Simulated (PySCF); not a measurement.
**Magnetic susceptibility: SMILES C[SiH2]P([SiH3])[SiH3], CH11PSi3**

Molfile (atoms numbered from 1):
```
CH11PSi3
     RDKit          3D

 16 15  0  0  0  0  0  0  0  0999 V2000
   -2.5403   -0.7457    0.3980 C   0  0  0  0  0  0  0  0  0  0  0  0
   -1.2892    0.6051   -0.0579 Si  0  0  0  0  0  4  0  0  0  0  0  0
    0.5540    0.2958    1.1634 P   0  0  0  0  0  0  0  0  0  0  0  0
    1.3379   -1.6181    0.3485 Si  0  0  0  0  0  4  0  0  0  0  0  0
    1.9277    1.7926    0.2663 Si  0  0  0  0  0  4  0  0  0  0  0  0
   -3.4907   -0.5784   -0.0990 H   0  0  0  0  0  0  0  0  0  0  0  0
   -2.1804   -1.7301    0.1110 H   0  0  0  0  0  0  0  0  0  0  0  0
   -2.7198   -0.7602    1.4695 H   0  0  0  0  0  0  0  0  0  0  0  0
   -1.7883    1.9408    0.2824 H   0  0  0  0  0  0  0  0  0  0  0  0
   -1.0105    0.5636   -1.5024 H   0  0  0  0  0  0  0  0  0  0  0  0
    1.3075   -1.6742   -1.1165 H   0  0  0  0  0  0  0  0  0  0  0  0
    0.4944   -2.6845    0.8862 H   0  0  0  0  0  0  0  0  0  0  0  0
    2.7159   -1.7599    0.8123 H   0  0  0  0  0  0  0  0  0  0  0  0
    3.2512    1.5478    0.8352 H   0  0  0  0  0  0  0  0  0  0  0  0
    2.0002    1.7072   -1.1948 H   0  0  0  0  0  0  0  0  0  0  0  0
    1.4229    3.1070    0.6539 H   0  0  0  0  0  0  0  0  0  0  0  0
  1  2  1  0
  2  3  1  0
  3  4  1  0
  3  5  1  0
  1  6  1  0
  1  7  1  0
  1  8  1  0
  2  9  1  0
  2 10  1  0
  4 11  1  0
  4 12  1  0
  4 13  1  0
  5 14  1  0
  5 15  1  0
  5 16  1  0
M  END
```

Method used: PySCF 2.14.0, GIAO CAM-B3LYP/pcSseg-1 magnetisability, rotational g tensor and spin-rotation constants, non-relativistic, gas phase. Geometry: GFN2-xTB.

Problem. How diamagnetic is it, and how anisotropic?

Solution. Isotropic -1587 × 10⁻³⁰ J/T², or -95.6 × 10⁻⁶ cm³/mol; principal values -1609, -1584, -1568 × 10⁻³⁰ J/T², anisotropy 35 × 10⁻³⁰ J/T² (root of half the summed squared differences of the principal values). The susceptibility is in cgs units.

Problem. Split it along the inertial axes a, b, c into diamagnetic and paramagnetic parts about the centre of mass, with the quadrupole moment.

Solution. 
```csv
axis,χ (10⁻⁶ cm³/mol),diamagnetic (10⁻⁶ cm³/mol),paramagnetic (10⁻⁶ cm³/mol),summed x² of all electrons (Å²),quadrupole Θ (D Å)
a,-96.0,-710.5,614.5,215.2,+4.71
b,-95.8,-1067.0,971.2,131.2,+0.69
c,-95.0,-1469.3,1374.4,36.3,-5.40
```
Anisotropies 2χaa − χbb − χcc = -1.3 and 2χbb − χaa − χcc = -0.6 × 10⁻⁶ cm³/mol. Θ is traceless in Buckingham's convention.

Problem. And the rotational g tensor?

Solution. 
| axis | rotational constant (GHz) | g | nuclear part | electronic part |
| --- | --- | --- | --- | --- |
| a | 2.1500 | -0.0248 | 0.5959 | -0.6207 |
| b | 1.3345 | -0.0141 | 0.5948 | -0.6089 |
| c | 0.9235 | -0.0085 | 0.5878 | -0.5963 |

Asymmetric top; isotopes 12C, 1H, 31P, 28Si; no vibrational averaging.
